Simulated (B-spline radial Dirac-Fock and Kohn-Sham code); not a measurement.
Calculated with a radial finite-basis atomic code, using the independent-particle Dirac-Slater model, thresholds from Dirac-Fock. Kinetic energies are from the vacuum level. Open shells are spread statistically over j, without multiplet splitting. Without correlation, outer binding energies are uncertain by a few eV, most for open f shells.

Question: A free atom or ion in its tabulated ground configuration is ionised with 7540 eV photons and gives these photoelectron lines. Identify it and assign the lines.

```csv
kinetic energy (eV),relative cross section
3147.4,100.0
6798.6,7.3
6875.9,0.88
6879.9,1.7
```

Answer: Ca¹¹⁺, [He] 2s2 2p5. Binding energies are hν less the kinetic energy: 1s 4392.6 eV, 2s 741.4 eV, 2p1/2 664.1 eV, 2p3/2 660.1 eV.
